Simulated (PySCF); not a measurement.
A side-by-side comparison of computed properties.

First species: 1,1,2-trifluoroethane, C₂H₃F₃.
SMILES with atom numbers: `[F:1][CH2:2][CH:3]([F:4])[F:5]` (hydrogens: H6, H7 on C2; H8 on C3)

Second species: C₄H₉FO₃.
Structure used (GFN2-xTB), in Å, numbered top down from 1:
```xyz
17
C4H9FO3 angstrom
C      2.2515   -0.2975   -0.3417
O      1.2403    0.5159    0.2480
C     -0.0113    0.0005    0.2369
F     -0.4429   -0.0248   -1.1301
O     -0.0330   -1.2774    0.6829
C     -1.3244   -1.8675    0.8094
O     -0.8839    0.7837    0.9135
C     -0.8538    2.1712    0.5884
H      3.1530    0.3088   -0.3115
H      2.3862   -1.2152    0.2317
H      1.9910   -0.5378   -1.3742
H     -1.9066   -1.3529    1.5746
H     -1.8520   -1.8339   -0.1459
H     -1.1343   -2.8974    1.0998
H      0.1029    2.6103    0.8731
H     -1.6634    2.6114    1.1645
H     -1.0263    2.3147   -0.4801
```

Levels: PBE0/def2-SVPD for dipole moment, HOMO energy, LUMO energy, HOMO–LUMO gap, static isotropic polarisability and electronic spatial extent ⟨r²⟩ about the centre of nuclear charge; TDDFT PBE0/def2-SVPD for lowest singlet excitation; TDA PBE0/def2-SVPD for lowest triplet excitation (Tamm–Dancoff). Geometries: GFN2-xTB. Each structure is a single optimised conformer of the isolated species, non-relativistic unless stated; the electronic structure was computed with PySCF and density fitting.

The conformers computed, where there is a choice (atom-mapped SMILES and torsion angles):
- `[F:1][CH2:2][CH:3]([F:4])[F:5]`: F1–C2–C3–F4 147°
- `[CH3:1][O:2][C:3]([F:4])([O:5][CH3:6])[O:7][CH3:8]`: C1–O2–C3–F4 -68°, O2–C3–O5–C6 175°, O2–C3–O7–C8 49°

Problem. Which of the two has the higher static isotropic polarisability, and by how much?

Solution. The second: 64.5 au against 29.3 au, a difference of 35.2 au.

Problem. Which of the two has the higher T1 energy, and by how much?

Solution. The first: 8.68 eV against 8.02 eV, a difference of 0.66 eV.

Problem. Which has the higher dipole moment?

Solution. The first: 1.04 D against 0.28 D, a difference of 0.76 D.

Problem. Which has the higher ⟨r²⟩?

Solution. The second: 943 bohr² against 408 bohr², a difference of 535 bohr².

Problem. Which has the higher LUMO energy?

Solution. The first: 0.86 eV against 0.80 eV, a difference of 0.06 eV.

Problem. Which has the higher HOMO energy?

Solution. The second: -8.45 eV against -9.90 eV, a difference of 1.45 eV.

Problem. Which of the two has the higher S1 energy, and by how much?

Solution. The first: 9.17 eV against 8.13 eV, a difference of 1.04 eV.

Problem. Which has the higher HOMO–LUMO gap?

Solution. The first: 10.76 eV against 9.25 eV, a difference of 1.51 eV.

On the first: S1 lies 1.59 eV below the HOMO–LUMO gap; its leading configuration is HOMO→LUMO, weight 0.70. No computed singlet falls in the visible range (750 to 380 nm, 1.65 to 3.26 eV); S1 lies 5.91 eV above its blue end.

On the second: In atomic units the dipole is 0.11 e·bohr (1 au = 2.5417 D). The polarisability is 9.55 Å³ as a volume (1 au = 0.148185 Å³), or 0.98 au for each of the 66 electrons.
